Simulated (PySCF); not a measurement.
This PySCF input asks for the NMR shieldings of SMILES C#C[Si@](C)(N)COC, C5H11NOSi; the geometry comes from GFN2-xTB.

```python
import basis_set_exchange as bse
import numpy as np
from pyscf import gto, dft
from pyscf.prop import nmr

atoms = """
C    -2.994965   -1.648885    1.428737
C    -2.182544   -1.015204    0.810027
Si   -0.923624   -0.011177   -0.123099
C    -1.274995    1.840972    0.164007
N    -0.940510   -0.555754   -1.760361
C     0.808390   -0.470717    0.540261
O     1.751213    0.235055   -0.246122
C     3.077067   -0.011647    0.131050
H    -3.704865   -2.210090    1.966176
H    -0.462774    2.452200   -0.220399
H    -1.392143    2.071252    1.219053
H    -2.188346    2.145665   -0.339695
H    -0.074942   -0.520152   -2.274632
H    -1.717843   -0.329382   -2.359098
H     0.990358   -1.550976    0.466460
H     0.924219   -0.200209    1.598239
H     3.330785   -1.074433    0.017402
H     3.712327    0.585781   -0.521682
H     3.253389    0.276950    1.175984
"""
names = dict.fromkeys(["C", "Si", "N", "O", "H"], "pcSseg-1")
basis = {el: gto.basis.parse(bse.get_basis(n, elements=[el], fmt="nwchem")) for el, n in names.items()}
mol = gto.M(atom=atoms, basis=basis, charge=0, verbose=0)
mf = dft.RKS(mol, xc="PBE0")
mf.grids.level = 2
mf.grids.alignment = dft.numint.BLKSIZE   # the property module wants whole blocks of grid points
mf.conv_tol = 1e-9
mf.kernel()

calc = nmr.RKS(mf)   # GIAO
C = mf.mo_coeff
Co = C[:, mf.mo_occ > 0]
resp = mf.gen_response(singlet=True, hermi=2)
def vind(x):   # induced exchange potential for any number of trial vectors
    d = np.einsum("pi,xij,qj->xpq", C, 2 * x.reshape(-1, C.shape[1], Co.shape[1]), Co, optimize=True)
    return np.einsum("xpq,pi,qj->xij", resp(d - d.transpose(0, 2, 1)), C, Co, optimize=True).ravel()
mo1, _ = nmr.rhf.solve_mo1(calc, with_cphf=vind)
sigma = calc.kernel(mo1)
for i, s in enumerate(sigma):   # ppm
    w = np.linalg.eigvalsh((s + s.T) / 2)
    print("%2d %-2s iso %8.1f  s11 %8.1f  s22 %8.1f  s33 %8.1f" % (i, mol.atom_pure_symbol(i), w.mean(), *w))
```

**Question.** Give the expected output.

**Answer.** 
```
 0 C  iso     87.2  s11      0.7  s22     12.3  s33    248.6
 1 C  iso     94.7  s11     -7.5  s22     -0.1  s33    291.7
 2 Si iso    376.0  s11    332.5  s22    382.1  s33    413.3
 3 C  iso    184.8  s11    173.2  s22    185.4  s33    195.7
 4 N  iso    250.8  s11    226.0  s22    258.8  s33    267.6
 5 C  iso    118.2  s11     84.1  s22     97.2  s33    173.4
 6 O  iso    335.6  s11    324.0  s22    327.8  s33    355.0
 7 C  iso    121.4  s11     89.8  s22     90.6  s33    183.9
 8 H  iso     30.0  s11     24.7  s22     24.9  s33     40.3
 9 H  iso     31.3  s11     26.6  s22     29.8  s33     37.4
10 H  iso     31.6  s11     27.7  s22     28.7  s33     38.5
11 H  iso     31.5  s11     27.7  s22     28.9  s33     38.0
12 H  iso     30.9  s11     22.8  s22     28.4  s33     41.5
13 H  iso     31.4  s11     24.2  s22     27.2  s33     43.0
14 H  iso     28.4  s11     25.1  s22     27.8  s33     32.4
15 H  iso     28.7  s11     25.7  s22     27.9  s33     32.4
16 H  iso     28.4  s11     24.5  s22     26.1  s33     34.6
17 H  iso     27.8  s11     23.6  s22     25.0  s33     34.7
18 H  iso     28.5  s11     24.6  s22     26.2  s33     34.6
```

These numbers come from an equivalent density-fitted implementation of the same equations, which agrees with the script to about 0.01 ppm for H and up to a few tenths of a ppm for heavy atoms, so last digits may differ.

**Question.** Turn these shieldings into chemical shifts. Referencing at the same level of theory: ¹³C (σ = 186.93 ppm), ²⁹Si (σ = 349.16 ppm), ¹H (σ = 31.72 ppm) against TMS; ¹⁵N (σ = 267.73 ppm) vs NH3; H2O for ¹⁷O (σ = 336.08 ppm).

**Answer.** Averaging equivalent atoms: C 0: 99.7; C 1: 92.2; C 5: 68.7; C 7: 65.5; C 3: 2.2; Si 2: -26.8; N 4: 16.9; O 6: 0.5; H 16/17/18: 3.51; H 14: 3.27; H 15: 3.01; H 8: 1.74; H 12/13: 0.55; H 9/10/11: 0.24 ppm. Experimental scales use liquid or dissolved standards, which lie at an offset from isolated NH3 (liquid NH3: subtract about 20 ppm) and H2O (liquid H2O: subtract about 36 ppm).

Size and cost of the density-fitted run: 198 basis functions, 120 s wall time (95 s CPU) on 1 thread of an Intel Xeon, shared host; peak memory 0.88 GiB.
